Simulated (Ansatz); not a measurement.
Reaction (cleavage of the Ge–Si bond): `[SiH3][GeH2][Cl]` + `N[SiH](F)Cl` → `F[SiH](Cl)[NH][GeH2][Cl]` + SiH₄

Calculated with Ansatz (gas phase, PBE0-D4/def2-TZVP geometries, no zero-point term in ΔE). CCSD(T)/CBS is the MP2 limit (def2-TZVPP, def2-QZVPP) plus CCSD(T) − MP2 in def2-TZVPP, frozen cores. This one scheme is used for every species. DFT in def2-TZVPP. B3LYP here is the variant with VWN-RPA as its local correlation; programs differ in this. For Ge outer-core shells are correlated without core-valence functions, which leaves a few kJ/mol of doubt a bond. Scalar relativity is left out up to krypton. One conformer a species, not always the lowest.

```
             level  ΔE (kJ/mol)  difference from CCSD(T)/CBS
         r2SCAN-D4         -0.5                          7.0
           ωB97X-V         -6.9                          0.6
            r2SCAN          1.2                          8.7
              PBE0          8.9                         16.4
             B3LYP          3.4                         10.9
     HF/def2-TZVPP        -13.9                         -6.4
    MP2/def2-TZVPP        -17.4                         -9.9
CCSD(T)/def2-TZVPP        -12.8                         -5.3
     HF/def2-QZVPP        -14.1                         -6.6
      HF/CBS(def2)        -14.1                         -6.6
       CCSD(T)/CBS         -7.5                            0
```

Largest T1 diagnostic among the species: 0.011.

From PBE to PBE0 (25 % exact exchange), in def2-TZVPP and without D4, ΔE moves by −3.9 kJ/mol. The D4 term adds −8.3 kJ/mol with B3LYP and −4.8 kJ/mol with PBE0; it sums over pairs of atoms, weighted by their polarisabilities, and B3LYP, whose exchange is more repulsive, gets the larger term.
